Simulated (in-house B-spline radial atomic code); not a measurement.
## Solving the quasi-particle equation for 6s of Lu⁺

Configuration [Xe] 4f14 6s2, start r2SCAN; correlation leaves out the 9 deepest shells, empty levels kept to 333.33 hartree. Computed with a B-spline radial code for spherical atoms: all electrons, scalar-relativistic (spin-free one-electron X2C), finite nucleus, each spin shell either full or empty, empty states to l = 9 with an (l + 1/2)⁻⁴ tail; G0W0 by contour deformation at full frequency.

At the mean-field level ε = -11.11 eV the matrix elements are Σx = -9.66 eV, v_xc = -8.07 eV and Σc(ε) = -1.985 eV, and the slope of the correlation self-energy is dΣc/dω = -0.1592. The quasi-particle energy solves E = ε + Σx − v_xc + Σc(E).

What does the linearised equation give?

Z = 1/(1 − dΣc/dω) = 1/1.1592 = 0.8627. The first-order shift is Σx − v_xc + Σc(ε) = -9.66 − (-8.07) + (-1.985) = -3.575 eV, so E ≈ ε + Z × shift = -11.11 + 0.8627 × (-3.575) = -14.194 eV.

How does that compare with the full solution and with static screening?

Solving the equation at full frequency dependence gives E = -14.282 eV, where Σc = -1.582 eV and the weight is 0.900; the linearised value is off by 87 meV. Leaving Z out would give -14.685 eV. Static COHSEX puts -3.700 eV in place of Σc and gives -16.400 eV, 2.12 eV deeper.
